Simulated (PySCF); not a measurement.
Spin-rotation constants: `InChI=1S/C4H3NOSe/c1-4(2-6)7-3-5/h1H3`

Cartesian coordinates in Å; atom numbers follow the order of the lines, from 1:
```xyz
10

C    -0.7325   -1.1142   -0.1401
C    -0.4857    0.3625   -0.1802
C    -1.1356    1.3263    0.3957
O    -1.6818    2.2396    0.8615
Se    1.0169    1.0436   -1.2162
C     2.3048    0.4867   -0.0447
N     3.1010    0.1139    0.6916
H    -0.8536   -1.5058   -1.1499
H     0.1089   -1.6251    0.3288
H    -1.6337   -1.3229    0.4310
```

Computed, not measured: PySCF, GIAO CAM-B3LYP/pcSseg-1 magnetisability, rotational g tensor and spin-rotation constants, non-relativistic, gas phase. Geometry: GFN2-xTB.

The calculation is non-relativistic, which matters for the atoms heavier than Zn.

Q: Give the nuclear spin-rotation constants along the inertial axes (H = +C I·J) beside the isotropic shieldings.

A: Rotational constants 2.5567, 1.2489, 1.1718 GHz. A star marks the isotopologue with that one atom substituted, in its own axes.
| atom | isotope | Caa (kHz) | Cbb (kHz) | Ccc (kHz) | mean (kHz) | σ (ppm) |
| --- | --- | --- | --- | --- | --- | --- |
| N7 | 14N | 0.454 | 0.217 | 0.233 | 0.301 | -90.4 |
| H8 | 1H | -0.265 | -0.129 | 0.016 | -0.126 | 29.7 |
| H9 | 1H | -0.091 | -0.062 | -0.120 | -0.091 | 29.4 |
| H10 | 1H | -0.024 | -0.095 | -0.129 | -0.083 | 29.6 |
| C1 | 13C* | 0.355 | 0.171 | 0.155 | 0.227 | 171.4 |
| C2 | 13C* | 0.439 | 0.217 | 0.187 | 0.281 | 150.5 |
| C3 | 13C* | 0.921 | 0.568 | 0.503 | 0.664 | -13.4 |
| O4 | 17O* | -0.861 | -0.376 | -0.499 | -0.579 | -41.0 |
| Se5 | 77Se* | 3.289 | 2.894 | 2.318 | 2.834 | 1409.0 |
| C6 | 13C* | 0.772 | 0.340 | 0.375 | 0.496 | 65.5 |

For the geometry as given, no vibrational averaging.

Q: How do the rotational constants and the g tensor change when H8, H9, H10 are replaced by deuterium?

A: Constants 2.3226, 1.2195, 1.1209 GHz; g -0.0215, -0.0178, -0.0146, against -0.0232, -0.0174, -0.0162 before.
